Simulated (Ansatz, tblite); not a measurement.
Cost and result up the ladder for (LiI)3 ring (Li3I3) (6 atoms). The state is a singlet with charge 0. Geometry: PBE0-D4/def2-SVP.

```xyz
6

Li    0.3707    0.1119    2.0738
I    -2.0305    0.9327    1.7590
Li   -1.8774    0.5800   -0.7689
I    -0.4997   -0.1508   -2.7952
Li    1.5067   -0.6920   -1.3051
I     2.5302   -0.7818    1.0364
```

Ansatz on 4 threads of Arm Neoverse V1 on a shared host; xTB runs through tblite on one thread. Times are rough, summed over both states, and most runs start from the orbitals of an earlier one. PBE0-D4/def2-TZVP serves as the yardstick here, not as an exact answer. Differences are given only for rows in sets of like size (and for xTB, whose basis is part of the method), since another set adds its own error. The other state is a doublet.

In the def2 sets I takes a core potential; there is no spin–orbit coupling. The xTB rows come from tblite. Correlated methods freeze 12 core orbitals; core or outer-core shells of Li, I are correlated, in sets that lack core-valence functions. The rows differ in basis, and correlated rows in double-zeta sets carry the largest basis error. In CCSD on the charge 1 doublet the largest single amplitude is 0.25, so its Hartree–Fock determinant may place the open shell otherwise than the density functionals do.

Run but left out: PBE-D4/def2-TZVP, r2SCAN-D4/def2-TZVP (charge +1 doublet: an occupied level 0.05 eV above an empty one).

Correlated methods converge slowly with the basis, most of all in double-zeta sets.

Raw xTB energies of ions are shifted by several eV.

| level | functions | wall time | vertical IE (eV) | difference from PBE0-D4/def2-TZVP (eV) |
| --- | --- | --- | --- | --- |
| GFN1-xTB | 39 | 0.012 s | 13.51 | 4.57 |
| GFN2-xTB | 39 | 0.014 s | 13.16 | 4.22 |
| PBE0-D4/def2-TZVP | 192 | 14 s | 8.94 | 0.00 |
| CCSD(T)/def2-SVP | 105 | 91 s | 9.39 | – |
